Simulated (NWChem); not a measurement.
CHCl$_{2}$ cation

```xyz
4

Cl     1.4473     0.0000    -0.1565
C      0.0000     0.0000     0.6084
Cl    -1.4473     0.0000    -0.1565
H      0.0000     0.0000     1.7010
```
Atoms are numbered in this order, from 1.

All runs: NWChem. Pople sets run with spherical d functions. The geometry was optimised at B3LYP/6-31G* (spherical d). Level: B3LYP/6-31G* with COSMO at NWChem's default radii, gas-phase geometry; the question gives the dielectric constant. Reactions with the solvent are ignored.

Task: Estimate the computed values for dielectric constant 4.8. Quantities: electrostatic solvation energy (kcal/mol).

Result: 
- electrostatic solvation energy (kcal/mol) = -52.2
